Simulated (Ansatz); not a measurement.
`CC(=O)[SiH2][SiH3]` → `O=C[SiH2][SiH3]` + `[CH2]` (triplet) at 700 K and 1 bar (formal loss of a carbene).

Gas-phase electronic energies from Ansatz, PBE0-D4/def2-TZVP geometries. CBS: MP2 limit from def2 TZ/QZ plus the TZ coupled-cluster correction, frozen cores. This one scheme is used for every species. Triplets are unrestricted, without spin–orbit coupling. Each species was taken in one conformer, which may not be the lowest.

| species | CCSD(T)/CBS energy (Eh) | H − E (kJ/mol) | S (J/(mol·K)) |
| --- | --- | --- | --- |
| `CC(=O)[SiH2][SiH3]` | -734.22179 | 326.9 | 535.3 |
| `O=C[SiH2][SiH3]` | -694.94742 | 234.8 | 469.3 |
| `[CH2]` (triplet) | -39.09499 | 70.4 | 226.8 |

H − E and S are ideal-gas, rigid-rotor, harmonic terms from PBE0-D4/def2-TZVP, for one conformer and one mirror image of each species, with the whole ground term of open shells counted as degenerate. 1 Eh = 2625.50 kJ/mol, R = 8.31446 J/(mol·K).

By hand: ΔE, ΔH, ΔS and ΔG.

ΔE = (-694.94742) + (-39.09499) − (-734.22179) = 0.17938 Eh = 471.0 kJ/mol. Δ(H − E) = 234.8 + 70.4 − 326.9 = -21.7, so ΔH = 449.3 kJ/mol. ΔS = 469.3 + 226.8 − 535.3 = 160.8 J/(mol·K). ΔG = 449.3 − 700 × (160.8)/1000 = 336.7 kJ/mol.

By hand: the equilibrium constant, and the temperature at which ΔG would vanish if ΔH and ΔS stayed fixed.

log₁₀ K = −ΔG/(RT ln 10) = -25.1. ΔG = 0 at ΔH/ΔS = 2794 K, far beyond where these terms or the molecules hold.

The number of gas molecules changes by +1, which sets the sign of ΔS. A doubt of 5 kJ/mol in ΔE shifts log₁₀ K by 0.4 here. Other conformers and mirror images would add mixing entropy, several J/(mol·K) or more a flexible species. Modes under 60 cm⁻¹, often nearly free rotors, make the harmonic entropy too high. A triplet takes part, so the spin changes. These are equilibria of isolated gas molecules and say nothing of rates. Largest T1 diagnostic: 0.016 (customary marks: 0.02 for closed shells, 0.045 for open ones).
